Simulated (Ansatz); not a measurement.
Relaxation of C3H8BNO (14 atoms, charge 0, multiplicity 1), to a largest force component of 0.015 eV/Å in at most 40 steps.

Level of theory: RKS B3LYP-D4/def2-SVP in Ansatz.

```xyz
14
Properties=species:S:1:pos:R:3
B -0.636 -1.435 1.120
C -0.089 -0.570 -0.129
N 1.236 -1.016 -0.470
C 0.015 0.937 0.211
C -0.158 1.858 -0.943
O -1.270 1.585 -0.109
H -1.639 -2.031 0.976
H -0.107 -1.343 2.153
H -0.741 -0.737 -0.963
H 1.264 -1.389 -1.437
H 1.905 -0.157 -0.485
H 0.416 1.317 1.171
H 0.159 2.923 -0.760
H -0.309 1.448 -1.925
```

Problem. Where does it end, and by what steps?

Solution. The forces met the threshold. After 14 steps the energy has fallen by 1.442 eV; H7 moved furthest, 1.06 Å. Joined: B1–N3 (2.49 → 1.63 Å).

| step | energy less start (eV) | largest force component (eV/Å) | accepted |
| --- | --- | --- | --- |
| 0 | 0.0000 | 3.025 | yes |
| 1 | -0.4510 | 1.395 | yes |
| 2 | -0.6256 | 0.663 | yes |
| 3 | -0.7011 | 0.339 | yes |
| 4 | -0.8270 | 0.452 | yes |
| 5 | -0.9770 | 0.771 | yes |
| 6 | -1.1771 | 0.662 | yes |
| 7 | -1.3637 | 0.627 | yes |
| 8 | -1.3366 | 0.862 | no |
| 9 | -1.4220 | 0.316 | yes |
| 10 | -1.4331 | 0.229 | yes |
| 11 | -1.4392 | 0.119 | yes |
| 12 | -1.4402 | 0.121 | yes |
| 13 | -1.4419 | 0.069 | yes |
| 14 | -1.4421 | 0.013 | yes |

```xyz
14
Properties=species:S:1:pos:R:3
B -0.230 -1.508 0.914
C -0.398 -0.379 -0.175
N 0.885 -1.171 -0.225
C -0.197 1.078 0.104
C -0.195 2.097 -0.963
O -1.326 1.904 -0.127
H -0.760 -2.580 0.745
H 0.143 -1.177 2.017
H -1.006 -0.550 -1.071
H 1.015 -1.776 -1.031
H 1.739 -0.672 0.017
H 0.349 1.303 1.034
H 0.346 3.043 -0.822
H -0.318 1.779 -2.008
```

Whether the end is a true minimum wasn't checked by a vibrational analysis.

Run time: 100 s on 2 threads of Intel(R) Xeon(R) Platinum 8259CL CPU @ 2.50GHz (Skylake/Cascade Lake), on a shared host, peak memory 0.33 GiB.
